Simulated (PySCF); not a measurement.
Simulation results for B2H5Si, H5O2Si2, BClH4NSi, CH3AlOSi and others

Calculation on a computer-drawn molecule: optimised geometry and harmonic frequencies of an isolated molecule of the commonest isotopes, restricted reference for singlets and unrestricted otherwise, frozen core in MP2. Program: PySCF 2.14.0.

Common to all runs: multiplicity 1; method HF.

```json
{"entry": 1, "formula": "B2H5Si", "start_structure": {"atoms_angstrom": [["B", -2.7891, 0.1175, 1.4042], ["B", -1.4945, -0.5279, 0.7899], ["Si", -1.3405, -0.3145, -1.1492], ["H", -3.8846, -0.5309, 1.3], ["H", -3.077, 1.2699, 1.1628], ["H", -1.0953, -1.5123, 1.1913], ["H", -1.3062, 1.0813, -1.4371], ["H", -2.377, -1.0094, -1.7248]]}, "given": {"charge": -1, "basis": "aug-cc-pV(D+d)Z", "drawn_bonds_atom": [1, 2, 1, 1, 2, 3, 3], "drawn_bonds_other_atom": [2, 3, 4, 5, 6, 7, 8], "drawn_bonds_order": [1, 1, 1, 1, 1, 1, 1]}, "results": {"optimised_atom_element": ["B", "B", "Si", "H", "H", "H", "H", "H"], "optimised_atom_x [angstrom]": [-2.942, -2.006, -1.521, -3.361, -3.268, -1.653, -1.909, -0.7052], "optimised_atom_y [angstrom]": [0.2128, -0.8775, -0.252, 0.005429, 1.301, -1.972, 1.079, -0.9221], "optimised_atom_z [angstrom]": [1.457, 0.5682, -1.142, 2.586, 1.022, 0.9539, -1.698, -2.21], "modes_frequency [cm^-1]": [27.79, 188.9, 386.8, 497.4, 554.1, 671.0, 777.6, 825.9, 935.9, 997.8, 1010, 1097, 1301, 2175, 2228, 2485, 2538, 2553], "modes_reduced_mass [dalton]": [1.133, 2.39, 1.293, 1.076, 1.207, 2.038, 1.125, 1.563, 2.193, 1.407, 1.177, 1.723, 1.236, 1.044, 1.037, 1.076, 1.093, 1.093], "rotational_constants [GHz]": [30.54, 5.173, 4.424], "total_energy [hartree]": -341.1514, "convergence_status_largest_gradient_component [hartree/bohr]": 2.417e-06}}
{"entry": 2, "formula": "H5O2Si2", "start_structure": {"atoms_angstrom": [["O", 1.3706, 0.4605, -1.3681], ["Si", 0.3377, 0.6383, -0.2193], ["O", 0.639, -0.3889, 0.9661], ["Si", -1.4301, 2.1985, 0.1813], ["H", 1.5296, 0.871, -2.2452], ["H", 1.1959, -1.117, 1.0592], ["H", -1.7665, 2.655, -1.0639], ["H", -2.5066, 1.3251, 0.7636], ["H", -0.8806, 3.1439, 1.0897]]}, "given": {"charge": 1, "basis": "cc-pV(D+d)Z", "drawn_bonds_atom": [1, 2, 2, 1, 3, 4, 4, 4], "drawn_bonds_other_atom": [2, 3, 4, 5, 6, 7, 8, 9], "drawn_bonds_order": [1, 1, 1, 1, 1, 1, 1, 1]}, "results": {"optimised_atom_element": ["O", "Si", "O", "Si", "H", "H", "H", "H", "H"], "optimised_atom_x [angstrom]": [1.253, 0.3599, 0.721, -1.425, 1.233, 1.391, -1.512, -2.573, -0.9582], "optimised_atom_y [angstrom]": [0.3799, 0.606, -0.3353, 2.166, 0.8144, -1.009, 2.877, 1.303, 2.985], "optimised_atom_z [angstrom]": [-1.427, -0.1448, 1.063, 0.168, -2.272, 1.124, -1.114, 0.4711, 1.294], "modes_frequency [cm^-1]": [31.18, 142.0, 233.5, 269.6, 424.7, 461.9, 525.1, 584.4, 585.6, 677.7, 745.2, 928.3, 997.6, 1002, 1033, 1144, 2373, 2400, 2400, 4079, 4114], "modes_reduced_mass [dalton]": [1.093, 4.473, 4.24, 5.248, 4.752, 1.103, 1.189, 1.2, 1.134, 1.224, 1.428, 1.151, 1.044, 1.039, 5.336, 8.498, 1.013, 1.055, 1.055, 1.068, 1.069], "rotational_constants [GHz]": [7.322, 2.65, 1.993], "total_energy [hartree]": -730.3486, "convergence_status_largest_gradient_component [hartree/bohr]": 2.378e-05}}
{"entry": 3, "formula": "BClH4NSi", "start_structure": {"atoms_angstrom": [["B", -0.8752, 0.3403, -0.3422], ["N", 0.1834, 0.4619, 0.3107], ["Si", 0.3778, 0.3925, 2.2891], ["Cl", -1.3025, 0.1471, 3.1396], ["H", -2.0251, 0.22, -0.7554], ["H", 1.0891, 0.6167, -0.0471], ["H", 1.3219, -0.7468, 2.2853], ["H", 1.0361, 1.6714, 2.3848]]}, "given": {"charge": 1, "basis": "cc-pV(D+d)Z", "drawn_bonds_atom": [1, 2, 3, 1, 2, 3, 3], "drawn_bonds_other_atom": [2, 3, 4, 5, 6, 7, 8], "drawn_bonds_order": [1, 1, 1, 1, 1, 1, 1]}, "results": {"optimised_atom_element": ["B", "N", "Si", "Cl", "H", "H", "H", "H"], "optimised_atom_x [angstrom]": [-0.96, 0.2154, 0.5034, -1.386, -2.011, 1.025, 1.362, 1.058], "optimised_atom_y [angstrom]": [0.3373, 0.4557, 0.4037, 0.1359, 0.2315, 0.5846, -0.7515, 1.706], "optimised_atom_z [angstrom]": [-0.2004, 0.3634, 2.188, 2.893, -0.7035, -0.2355, 2.421, 2.539], "modes_frequency [cm^-1]": [113.2, 129.7, 350.1, 499.7, 589.4, 605.8, 663.0, 749.6, 819.6, 830.3, 928.7, 1024, 1182, 1621, 2432, 2456, 3005, 3677], "modes_reduced_mass [dalton]": [5.291, 2.217, 4.226, 1.142, 10.85, 4.937, 1.191, 1.147, 1.301, 1.393, 1.199, 1.059, 1.18, 5.533, 1.027, 1.059, 1.146, 1.076], "rotational_constants [GHz]": [7.244, 3.516, 2.438], "total_energy [hartree]": -829.7359, "convergence_status_largest_gradient_component [hartree/bohr]": 1.462e-05}}
{"entry": 4, "formula": "CH3AlOSi", "start_structure": {"atoms_angstrom": [["O", -1.0504, 1.2489, 1.5115], ["Si", -0.8308, -0.2284, 1.2419], ["C", 0.9054, -0.9199, 0.6932], ["Al", 1.7084, -0.8742, -1.0754], ["H", -1.8029, -1.2061, 1.3065], ["H", 1.6521, -0.377, 1.3737], ["H", 0.9523, -1.9449, 1.1]]}, "given": {"charge": 0, "basis": "cc-pV(D+d)Z", "drawn_bonds_atom": [1, 2, 3, 2, 3, 3], "drawn_bonds_other_atom": [2, 3, 4, 5, 6, 7], "drawn_bonds_order": [2, 1, 1, 1, 1, 1]}, "results": {"optimised_atom_element": ["O", "Si", "C", "Al", "H", "H", "H"], "optimised_atom_x [angstrom]": [-1.025, -0.7338, 0.8841, 1.62, -1.794, 1.664, 0.9194], "optimised_atom_y [angstrom]": [1.254, -0.2171, -0.9497, -0.7059, -1.239, -0.4248, -2.019], "optimised_atom_z [angstrom]": [1.331, 1.233, 0.8229, -1.07, 1.366, 1.398, 1.07], "modes_frequency [cm^-1]": [44.92, 163.5, 314.0, 472.8, 547.3, 628.5, 774.3, 860.1, 921.7, 1016, 1319, 1461, 2329, 3122, 3196], "modes_reduced_mass [dalton]": [6.72, 3.804, 2.579, 4.427, 1.584, 1.362, 2.5, 1.202, 1.637, 1.124, 13.12, 1.117, 1.044, 1.059, 1.1], "rotational_constants [GHz]": [12.51, 2.194, 1.986], "total_energy [hartree]": -645.3200, "convergence_status_largest_gradient_component [hartree/bohr]": 1.831e-05}}
{"entry": 5, "formula": "Al2H3NO", "start_structure": {"atoms_angstrom": [["O", 1.7131, 1.1409, 0.507], ["Al", 0.651, 0.0374, -0.1178], ["N", -0.9181, 0.3344, -0.9311], ["Al", -0.343, 0.1687, -2.5427], ["H", 2.3822, 1.697, 0.7631], ["H", 0.8713, -1.3948, 0.5268], ["H", -1.769, 0.4886, -0.5373]]}, "given": {"charge": 0, "basis": "cc-pV(D+d)Z", "drawn_bonds_atom": [1, 2, 3, 1, 2, 3], "drawn_bonds_other_atom": [2, 3, 4, 5, 6, 7], "drawn_bonds_order": [1, 1, 1, 1, 1, 1]}, "results": {"optimised_atom_element": ["O", "Al", "N", "Al", "H", "H", "H"], "optimised_atom_x [angstrom]": [1.934, 0.5791, -0.579, -0.6549, 2.26, 0.389, -1.341], "optimised_atom_y [angstrom]": [0.9169, -0.07021, 0.2164, 1.438, 1.66, -1.236, -0.4527], "optimised_atom_z [angstrom]": [0.4834, 0.291, -1.039, -2.368, 0.00823, 1.324, -1.032], "modes_frequency [cm^-1]": [96.47, 106.7, 307.8, 337.1, 452.8, 540.7, 572.9, 580.0, 727.8, 834.4, 923.1, 1031, 2028, 3675, 4248], "modes_reduced_mass [dalton]": [9.07, 2.563, 4.623, 1.319, 1.163, 1.395, 1.309, 3.479, 1.258, 2.482, 7.097, 1.659, 1.043, 1.073, 1.068], "rotational_constants [GHz]": [10.98, 2.393, 1.965], "total_energy [hartree]": -615.0169, "convergence_status_largest_gradient_component [hartree/bohr]": 3.83e-05}}
{"entry": 6, "formula": "CH7BN", "start_structure": {"atoms_angstrom": [["B", 0.0439, 1.2879, -0.4954], ["N", -0.9336, 0.1846, -1.0817], ["C", -0.8193, -1.0628, -0.3803], ["H", 0.0517, 2.2969, -1.1593], ["H", -0.2984, 1.5096, 0.6869], ["H", 1.2613, 0.8591, -0.4806], ["H", -0.6492, 0.0608, -2.0208], ["H", 0.144, -1.5384, -0.3807], ["H", -1.5363, -1.7602, -0.8307], ["H", -1.1008, -0.9, 0.6237]]}, "given": {"charge": -1, "basis": "aug-cc-pVDZ", "drawn_bonds_atom": [1, 2, 1, 1, 1, 2, 3, 3, 3], "drawn_bonds_other_atom": [2, 3, 4, 5, 6, 7, 8, 9, 10], "drawn_bonds_order": [1, 1, 1, 1, 1, 1, 1, 1, 1]}, "results": {"optimised_atom_element": ["B", "N", "C", "H", "H", "H", "H", "H", "H", "H"], "optimised_atom_x [angstrom]": [0.07468, -0.8971, -0.8447, 0.02968, -0.258, 1.275, -0.6956, 0.1605, -1.528, -1.153], "optimised_atom_y [angstrom]": [1.282, 0.206, -1.072, 2.307, 1.569, 0.8676, 0.06642, -1.533, -1.801, -0.9545], "optimised_atom_z [angstrom]": [-0.4828, -1.06, -0.3968, -1.196, 0.6889, -0.4533, -2.034, -0.3749, -0.8559, 0.6465], "modes_frequency [cm^-1]": [201.9, 259.2, 354.1, 728.2, 825.1, 968.4, 1003, 1162, 1221, 1228, 1238, 1244, 1256, 1525, 1535, 1575, 1601, 2092, 2232, 2283, 3007, 3077, 3159, 3703], "modes_reduced_mass [dalton]": [1.04, 1.217, 2.148, 1.166, 2.62, 1.313, 1.298, 1.917, 1.195, 1.706, 1.347, 1.11, 1.299, 1.277, 1.199, 1.047, 1.042, 1.083, 1.1, 1.037, 1.069, 1.073, 1.087, 1.074], "rotational_constants [GHz]": [32.59, 8.742, 7.78], "total_energy [hartree]": -121.0695, "convergence_status_largest_gradient_component [hartree/bohr]": 2.587e-05}}
```
